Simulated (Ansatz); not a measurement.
`C[Si](F)(F)[O][AlH2]` and `CCO[Si](C)(F)F` differ in one atom or group.

Ansatz, PBE0-D4/def2-TZVP geometries, multiplicity 1. Each molecule was computed in one conformer, which needn't be the lowest.

| property | `C[Si](F)(F)[O][AlH2]` |
| --- | --- |
| HOMO energy (PBE0/def2-TZVPP) / eV | -8.59 |
| LUMO energy (PBE/def2-TZVPP) / eV | -2.11 |
| HOMO energy (PBE/def2-TZVPP) / eV | -7.26 |
| HOMO energy (ωB97M-V/def2-TZVPP) / eV | -10.82 |
| size of the dipole moment (PBE/def2-TZVPP) / D | 2.08 |
| HOMO–LUMO gap (B3LYP/def2-TZVPP) / eV | 6.84 |

Problem. What does the change do to each property? (An estimate is asked.)

Solution. Ansatz gave: 
| property | `CCO[Si](C)(F)F` | shift |
| --- | --- | --- |
| HOMO energy (PBE0/def2-TZVPP) / eV | -8.78 | -0.19 |
| LUMO energy (PBE/def2-TZVPP) / eV | 0.25 | 2.36 |
| HOMO energy (PBE/def2-TZVPP) / eV | -7.16 | 0.10 |
| HOMO energy (ωB97M-V/def2-TZVPP) / eV | -11.20 | -0.38 |
| size of the dipole moment (PBE/def2-TZVPP) / D | 1.36 | -0.72 |
| HOMO–LUMO gap (B3LYP/def2-TZVPP) / eV | 9.27 | 2.43 |

With PBE0 the HOMO falls by 0.19 eV and the LUMO rises by 2.43 eV, so the gap widens by about 2.62 eV. PBE moves the HOMO by 0.10 eV and ωB97M-V by -0.38 eV. Dipoles are sizes alone; their direction can turn.

B3LYP here is the variant with VWN-RPA as its local correlation; programs differ in this.
